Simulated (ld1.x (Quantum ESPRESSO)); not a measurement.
## An all-electron radial function and its pseudo partner (Cr)

Columns: radius, all-electron u(r) and pseudo u(r) of the 3d shell (level -6.21 eV) of chromium in the configuration [Ne] 3s2 3p6 3d5 4s0.5 4p0; PBEsol, scalar-relativistic, PAW scheme, ld1.x (Quantum ESPRESSO) 7.5.

```json
{"r (bohr)": "0.123", "all-electron": "0.0727", "pseudo": "0.0009"}
{"r (bohr)": "0.245", "all-electron": "0.2756", "pseudo": "0.0067"}
{"r (bohr)": "0.368", "all-electron": "0.4888", "pseudo": "0.0217"}
{"r (bohr)": "0.490", "all-electron": "0.6488", "pseudo": "0.0486"}
{"r (bohr)": "0.613", "all-electron": "0.7494", "pseudo": "0.0887"}
{"r (bohr)": "0.735", "all-electron": "0.7973", "pseudo": "0.1406"}
{"r (bohr)": "0.858", "all-electron": "0.8080", "pseudo": "0.2021"}
{"r (bohr)": "0.980", "all-electron": "0.7944", "pseudo": "0.2681"}
{"r (bohr)": "1.103", "all-electron": "0.7662", "pseudo": "0.3345"}
{"r (bohr)": "1.225", "all-electron": "0.7304", "pseudo": "0.3951"}
{"r (bohr)": "1.348", "all-electron": "0.6906", "pseudo": "0.4461"}
{"r (bohr)": "1.470", "all-electron": "0.6501", "pseudo": "0.4832"}
{"r (bohr)": "1.593", "all-electron": "0.6097", "pseudo": "0.5053"}
{"r (bohr)": "1.715", "all-electron": "0.5710", "pseudo": "0.5120"}
{"r (bohr)": "1.838", "all-electron": "0.5338", "pseudo": "0.5051"}
{"r (bohr)": "1.960", "all-electron": "0.4991", "pseudo": "0.4876"}
{"r (bohr)": "2.083", "all-electron": "0.4661", "pseudo": "0.4629"}
{"r (bohr)": "2.205", "all-electron": "0.4356", "pseudo": "0.4351"}
{"r (bohr)": "2.328", "all-electron": "0.4067", "pseudo": "0.4068"}
{"r (bohr)": "2.450", "all-electron": "0.3801", "pseudo": "0.3801"}
{"r (bohr)": "2.573", "all-electron": "0.3549", "pseudo": "0.3549"}
{"r (bohr)": "2.695", "all-electron": "0.3316", "pseudo": "0.3316"}
{"r (bohr)": "2.818", "all-electron": "0.3097", "pseudo": "0.3097"}
{"r (bohr)": "2.940", "all-electron": "0.2893", "pseudo": "0.2893"}
{"r (bohr)": "3.063", "all-electron": "0.2701", "pseudo": "0.2701"}
{"r (bohr)": "3.185", "all-electron": "0.2522", "pseudo": "0.2522"}
```

(1) How many radial nodes do the two functions have?

(2) At about which radius was the pseudo-wave matched?

(3) Where does each function peak?

(4) Is the pseudo-wave norm-conserving?

Answers

(1) The all-electron 3d function has n − l − 1 = 0; the pseudo-wave has 0.

(2) 2.45 bohr. The columns agree to 0.0005 from 2.33 bohr on; several derivatives are matched, so the curves merge somewhat inside the radius.

(3) Outermost all-electron maximum near 0.86 bohr, pseudo maximum near 1.72 bohr (to the table’s step).

(4) No, it belongs to a PAW set: the norm inside the radius is not constrained, and the difference is carried by the augmentation charge.
